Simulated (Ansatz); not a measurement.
Cost and result up the ladder for `CCCCCCCCCC` (32 atoms). The state is a singlet with charge 0. Geometry: PBE-D4/def2-SVP.

Ansatz on 4 threads of Arm Neoverse V1 on a shared host. Times are rough, and most runs start from the orbitals of an earlier one. r2SCAN0-D4/def2-TZVP serves as the yardstick here, not as an exact answer. Differences are given only for rows in sets of like size (and for xTB, whose basis is part of the method), since another set adds its own error. Binding counts from free atoms at the same level (C triplet, H doublet; other spins of the atoms weren't run), without zero-point energy or a counterpoise term.

B3LYP takes the VWN-RPA correlation. Correlated methods freeze 10 core orbitals. The rows differ in basis, and correlated rows in double-zeta sets carry the largest basis error.

Correlated methods converge slowly with the basis, most of all in double-zeta sets.

```json
{"level": "HF/STO-3G", "functions": "72", "wall time": "0.55 s", "binding energy per atom (eV)": "3.98", "difference from r2SCAN0-D4/def2-TZVP (eV)": "–"}
{"level": "HF/6-31G", "functions": "134", "wall time": "1.6 s", "binding energy per atom (eV)": "3.06", "difference from r2SCAN0-D4/def2-TZVP (eV)": "–"}
{"level": "B3LYP-D4/6-31G", "functions": "134", "wall time": "3.5 s", "binding energy per atom (eV)": "4.11", "difference from r2SCAN0-D4/def2-TZVP (eV)": "–"}
{"level": "PBE-D4/def2-SVP", "functions": "250", "wall time": "4.4 s", "binding energy per atom (eV)": "4.26", "difference from r2SCAN0-D4/def2-TZVP (eV)": "–"}
{"level": "PBE0-D4/def2-SVP", "functions": "250", "wall time": "8 s", "binding energy per atom (eV)": "4.23", "difference from r2SCAN0-D4/def2-TZVP (eV)": "–"}
{"level": "MP2/def2-SVP", "functions": "250", "wall time": "8 s", "binding energy per atom (eV)": "4.03", "difference from r2SCAN0-D4/def2-TZVP (eV)": "–"}
{"level": "PBE-D4/def2-TZVP (with forces)", "functions": "442", "wall time": "10 s", "binding energy per atom (eV)": "4.22", "difference from r2SCAN0-D4/def2-TZVP (eV)": "0.10"}
{"level": "HF/def2-TZVP", "functions": "442", "wall time": "15 s", "binding energy per atom (eV)": "3.16", "difference from r2SCAN0-D4/def2-TZVP (eV)": "-0.97"}
{"level": "PBE0-D4/def2-TZVP", "functions": "442", "wall time": "19 s", "binding energy per atom (eV)": "4.18", "difference from r2SCAN0-D4/def2-TZVP (eV)": "0.05"}
{"level": "r2SCAN-D4/def2-TZVP (with forces)", "functions": "442", "wall time": "19 s", "binding energy per atom (eV)": "4.15", "difference from r2SCAN0-D4/def2-TZVP (eV)": "0.03"}
{"level": "r2SCAN0-D4/def2-TZVP", "functions": "442", "wall time": "26 s", "binding energy per atom (eV)": "4.12", "difference from r2SCAN0-D4/def2-TZVP (eV)": "0.00"}
```
